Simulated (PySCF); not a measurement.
Simulated C 1s region for `CC[C@@H](C)[Si@H](O)NC`, binding energy against the vacuum level.

Every computed line was given a Gaussian of 1.0 eV full width at half maximum and an area set by the number of equivalent atoms; the highest printed point is 100. Method: delta-SCF UKS SCAN, pcX-2 on the ionised atom, pcseg-1 elsewhere, spin-free X2C in PySCF 2.14.0.

```
binding energy (eV)  intensity
              288.4          0
              288.5          0
              288.6          1
              288.7          1
              288.8          2
              288.9          3
              289.0          5
              289.1          8
              289.2         12
              289.3         17
              289.4         24
              289.5         32
              289.6         41
              289.7         52
              289.8         62
              289.9         73
              290.0         83
              290.1         92
              290.2         98
              290.3        100
              290.4         98
              290.5         93
              290.6         85
              290.7         74
              290.8         63
              290.9         53
              291.0         45
              291.1         39
              291.2         36
              291.3         34
              291.4         33
              291.5         32
              291.6         31
              291.7         28
              291.8         25
              291.9         21
              292.0         16
              292.1         12
              292.2          9
              292.3          6
              292.4          4
              292.5          2
              292.6          1
              292.7          1
              292.8          0
              292.9          0
              293.0          0
```

Q: How many maxima does the curve show, and how many computed lines lie under it?

A: The curve has 1 maximum (at 290.3 eV). Under it lie 5 lines from 5 inequivalent carbon sites. At this width some lines have no maximum of their own.

Q: Decompose the envelope and assign each component. Numbering: `[CH3:1][CH2:2][C@@H:3]([CH3:4])[Si@H:5]([OH:6])[NH:7][CH3:8]`.

A: 
| position (eV) | relative area | line | atoms | environment |
| --- | --- | --- | --- | --- |
| 289.81 | 1 | C 1s | C3 | sp3 carbon bound to silicon |
| 290.31 | 1 | C 1s | C4 | methyl carbon |
| 290.43 | 1 | C 1s | C1 | methyl carbon |
| 290.44 | 1 | C 1s | C2 | chain CH2 carbon |
| 291.54 | 1 | C 1s | C8 | N-methyl carbon |

The listed C 1s values span 1.73 eV, from C3 (bonded to 2 C, H and Si) to C8 (bonded to N and 3 H). The widest gap between neighbouring values is 1.10 eV, between 290.44 and 291.54 eV. The values 290.43 and 290.44 eV lie too close for their order to be trusted.

No satellites, vibrations or lifetime broadening are included. Geometry: PBE0-D3(BJ)/def2-SVP, one conformer, isolated molecule.

Hardware: an Arm Neoverse N1 with one thread, shared host with 64 logical CPUs at a one-minute load of 60. Cost: 7.0 min of wall time, 0.75 GiB resident at most.

Shape of the structure used: `[CH3:1][CH2:2][C@@H:3]([CH3:4])[Si@H:5]([OH:6])[NH:7][CH3:8]`: C1–C2–C3–C4 61°, C2–C3–Si5–O6 -173°, C3–Si5–N7–C8 -171°, H–O6–Si5–C3 -75°.
